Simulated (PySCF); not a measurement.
C₇H₄F₄.
Z-matrix (Å and degrees, PBE0-D3(BJ)/def2-SVP geometry), rows numbered from 1:
```
F 
C   1  1.3278
C   2  1.3877  1  119.17
C   3  1.3933  2  119.12  1  -179.89
C   4  1.3936  3  120.39  2    -0.11
C   5  1.3927  4  119.76  3     0.08
C   6  1.3947  5  120.62  4     0.04
C   7  1.5047  2  119.90  1     0.40
F   8  1.3346  7  111.47  2    60.03
F   8  1.3343  7  111.68  2   -60.04
F   8  1.3361  7  111.35  2   179.93
H   3  1.0912  2  118.86  1     0.02
H   4  1.0925  3  119.44  2   179.85
H   5  1.0915  4  120.33  3   179.98
H   6  1.0909  5  120.62  4   179.91
```

Computed, not measured: PySCF, TDDFT CAM-B3LYP/def2-SVPD, vertical, gas phase, core orbitals frozen in the response.

Kohn–Sham orbitals with the atoms that hold most of them (Löwdin shares over 4%, at most four atoms; ? is withheld):

| orbital | ε (eV) | atoms |
| --- | --- | --- |
| LUMO+2 | 1.25 | C5 15%, C4 14%, C6 10%, H14 10% |
| LUMO+1 | 0.26 | C2 21%, C5 20%, C6 15%, C3 14% |
| LUMO | ? | ? |
| HOMO | -9.02 | ? |
| HOMO-1 | -9.49 | C7 22%, C4 21%, C3 19%, C6 17% |
| HOMO-2 | -11.91 | F1 12%, C2 11%, C4 10%, C3 10% |
| HOMO-3 | -12.52 | C5 22%, H14 14%, C6 12%, C7 11% |

Question: Which atoms hold the LUMO, and with what shares?

Answer: C4 (bonded to 2 C and H) 22%; C7 (bonded to 3 C) 19%; C6 (bonded to 2 C and H) 15%; C3 (bonded to 2 C and H) 13%.

Question: Give the leading atoms of the HOMO.

Answer: C5 (bonded to 2 C and H) 24%; C2 (bonded to 2 C and F) 20%; C3 (bonded to 2 C and H) 12%; C6 (bonded to 2 C and H) 12%.

Question: What is the LUMO energy, and the HOMO–LUMO gap?

Answer: ε(LUMO) = -0.19 eV; the gap is 8.83 eV (0.3244 hartree).

Question: The HOMO–LUMO gap is 8.83 eV. Where does the response calculation put the lowest singlet, and from which orbitals?

Answer: S1 is at 5.37 eV (f = 0.022), 3.46 eV below the gap, made of HOMO→LUMO (69%), HOMO-1→LUMO+1 (27%). Without the coupling terms of the response equations the lowest excitation would equal the gap.

Question: One configuration dominates each of S4 and S7. Which, and how do the shares of the two leading atoms of either orbital change from the occupied to the empty one?

Answer: 
- S4 (7.16 eV, f 0.557), HOMO-1→LUMO+1 (70%): C7 22% → at most 15%, C4 21% → at most 15%, C2 at most 17% → 21%, C5 at most 17% → 20%
- S7 (7.87 eV, f 0.0069), HOMO-2→LUMO (78%): F1 12% → at most 13%, C2 11% → at most 13%, C4 10% → 22%, C7 at most 11% → 19%

Löwdin shares depend on the basis, the more so with diffuse functions.
